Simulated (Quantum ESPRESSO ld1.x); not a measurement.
Task: The mean radii <r> (bohr) of the occupied orbitals of an atom or ion are listed with their occupations. Method: scalar-relativistic Kohn-Sham, LDA (Slater exchange, Perdew-Zunger correlation), spin-polarised, spherical densities, point nucleus; computed with ld1.x of Quantum ESPRESSO 7.5.

| orbital | occ. | <r> |
|---|---|---|
| 1s up | 1 | 0.2009 |
| 1s down | 1 | 0.2004 |
| 2s up | 1 | 1.136 |
| 2s down | 1 | 1.168 |
| 2p up | 3 | 1.230 |
| 2p down | 1 | 1.334 |

Name the element and its charge. Open shells, if any, are filled with parallel spins first.

Result: Z = 8, oxygen, charge 0: O in [He] 2s2 2p4. The 1s radius gives Z: for a bare nucleus <r> = (2 gamma + 1)/(2Z) with gamma = sqrt(1 - (Z/c)^2), 0.1873 bohr for Z = 8, and screening makes it slightly larger (0.2009 here). The occupations add up to 8, and the charge is Z minus that.
